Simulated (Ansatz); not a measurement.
## CH3BCl2O (methoxydichloroborane): the energy, rung by rung

The species is CH3BCl2O (8 atoms), meant as a singlet with charge 0. SMILES: `COB(Cl)Cl`. Geometry: optimised at r2SCAN/def2-SVP.

```xyz
8

C    -0.1714   -0.6469    0.9428
O     0.0051   -0.5422   -0.4615
B     0.2133    0.5775   -1.1563
Cl    0.3880    0.4528   -2.9039
Cl    0.3222    2.1742   -0.3921
H     0.4481   -1.4804    1.3025
H     0.1144    0.2814    1.4589
H    -1.2274   -0.8736    1.1537
```

Each level gives the dissociation energy of the Cl5–B3 bond into doublet Cl and doublet CH3BClO (shapes relaxed at r2SCAN/def2-SVP, no zero-point term) (eV). The values are calculated.

```tsv
level	kind	program	value (eV)	CPU time (all runs)
HF/def2-SVP	Hartree–Fock	Ansatz	4.03	1.6 s
PBE/def2-SVP	GGA	Ansatz	5.34	3.3 s
r2SCAN/def2-SVP	meta-GGA	Ansatz	5.24	6.8 s
B3LYP/def2-SVP	global hybrid	Ansatz	5.11	4.3 s
wB97M-V/def2-SVP	range-separated hybrid	Ansatz	5.54	14 s
MP2/def2-SVP	perturbation theory	Ansatz	5.24	2 s
```

The values span 4.03 to 5.54 eV. Hartree–Fock misses the correlation of the electron pair that is broken and comes out low. Measured bond enthalpies also hold zero-point and thermal terms, a few tenths of an eV less. Times are those of the runs behind each value, whatever else they computed, on shared processors of several kinds: orders of magnitude only.
